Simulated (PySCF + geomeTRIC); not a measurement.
Species: H₃BSe, SMILES `B[SeH]` (charge 0, multiplicity 1).

Task: Give a relaxed geometry from PySCF + geomeTRIC with M06-2X/def2-TZVP.

Result: This is not unique; one that fits is the end point of this relaxation, one of several conformers (outside a Z-matrix the atoms follow the SMILES, hydrogens last).
Z-matrix (Å, degrees):
```
B
H 1 1.1821
H 1 1.1836 2 123.27
Se 1 1.9075 2 120.69 3 179.99
H 4 1.4696 1 97.35 2 0.03
```
